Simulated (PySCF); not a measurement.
# Worked example: entropy of an ideal gas

HO3S, SMILES O=[SH](=O)[O-], charge -1.

Geometry optimised at PBE-D3(BJ)/def2-SVPD.

PySCF with PBE-D3(BJ)/def2-SVPD gives the harmonic wavenumbers 438, 438, 560, 952, 1013, 1013, 1133, 1133, 2254 cm⁻¹ and the rotational temperatures 0.4282, 0.4282, 0.2350 K. The molar mass is 81.06 g/mol, the symmetry number 3, the spin multiplicity 1.

Problem. Work out the entropy at 298.15 K and 1 atm in the rigid-rotor, harmonic-oscillator model.

Solution. 
Translation (Sackur–Tetrode at 1 atm): S = R[1.5 ln M + 2.5 ln T − 1.16487] = 163.6 J/(mol K).
Rotation: q = (√π/σ) T^1.5/√(θA θB θC) = 14700, S = R[ln q + 3/2] = 92.2 J/(mol K).
Vibration: with u = 1.4388 ν/T, each mode gives R[u/(e^u − 1) − ln(1 − e^−u)]:
```csv
ν (cm⁻¹),modes,u,S (J/(mol K))
438,2,2.11,6.97
560,1,2.70,2.19
952,1,4.59,0.47
1013,2,4.89,0.74
1133,2,5.47,0.46
```
The stiffer modes add less than 0.005 each. Sum 10.8 J/(mol K).
Spin: R ln 1 = 0.0 J/(mol K).
Total 266.6 J/(mol K); the program's own thermochemistry gives 266.6. Translation makes up 61 % and vibration 4 %. Anharmonicity, hindered rotation and orbital degeneracy are left out.
